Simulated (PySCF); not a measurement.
C2H10O2Si2, SMILES O[SiH2]CC[SiH2]O.

Geometry: PBE0-D3(BJ)/def2-SVP. The structure was generated by enumeration, and PubChem lists no compound with its InChIKey, so it may never have been made. Other conformers were not sampled.

Two levels are set side by side: TDA-PBE/def2-SVPD (PySCF) and TDA-PBE0/def2-SVPD (PySCF). Vertical, same geometry. The lowest singlet is HOMO→LUMO 99 % with PBE and HOMO→LUMO 62 %, HOMO→LUMO+1 23 % with the other functional; states are paired by order. Differences are taken from unrounded values.

```
quantity                              TDA-PBE
------------------------------------  -------
lowest singlet excitation (eV)           5.90
lowest triplet excitation (TDA) (eV)     5.75
```

Problem. These are the TDA-PBE values. What does TDA-PBE0 give? (An estimate is asked for; the answer gives what the named calculation found.)

Solution. 
```tsv
quantity	TDA-PBE0	TDA-PBE minus TDA-PBE0
lowest singlet excitation (eV)	6.76	-0.86
lowest triplet excitation (TDA) (eV)	6.48	-0.72
```

A lower first singlet is the usual sign of a functional without exact exchange. Differences between two approximate levels are no errors against the true value.

Rough cost on one machine, each run with all the roots and properties that it gave: TDA-PBE0 against TDA-PBE about 3 times.
